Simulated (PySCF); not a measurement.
Stretching NaGa⁺

Set-up: basis Na aug-pcseg-1, Ga aug-pcseg-1; no relativity; PySCF 2.14. Energies in eV from Na⁺ + Ga in their ground configurations at the same level. State: ²Σ⁺ (doublet), unpaired electrons σ ↑.

All columns are PBE0. A positive dipole points towards Ga; it is taken about the centre of mass and depends on that origin.

```csv
R (Å),E (eV),μ (D),Mulliken charge on Na (basis-dependent),HOMO (eV),LUMO (eV),Mayer bond order,⟨S²⟩
2.957,-0.853,-6.36,0.92,-9.28,-6.65,0.15,0.75
3.094,-0.914,-6.61,0.89,-9.19,-6.60,0.21,0.75
3.232,-0.948,-6.86,0.86,-9.09,-6.54,0.25,0.75
3.335,-0.960,-7.05,0.85,-9.01,-6.49,0.28,0.75
3.438,-0.963,-7.24,0.83,-8.93,-6.44,0.29,0.75
3.541,-0.960,-7.43,0.82,-8.85,-6.39,0.31,0.75
3.679,-0.947,-7.68,0.81,-8.74,-6.32,0.32,0.75
3.851,-0.920,-8.01,0.80,-8.60,-6.23,0.33,0.75
4.057,-0.878,-8.41,0.79,-8.43,-6.12,0.35,0.75
4.332,-0.813,-8.95,0.77,-8.22,-5.97,0.36,0.75
```

A fit through these points gives, at Re = 3.434 Å, μ = -7.23 D and dμ/dR = -1.84 D/Å; the reduced mass is 17.24 u.

Problem. How strong is the fundamental in the double-harmonic approximation, I = 42.26·(dμ/dR)²/μred km/mol?

Solution. I = 42.26·(-1.84)²/17.24 = 8.30 km/mol at PBE0.

Spin–orbit coupling is left out. For an ion De counts to the pair picked by the measured ionisation energies or electron affinities, which need not be the lowest pair at this level. The state is the lowest determinant that a PBE0 search found; another state may lie lower at other levels.
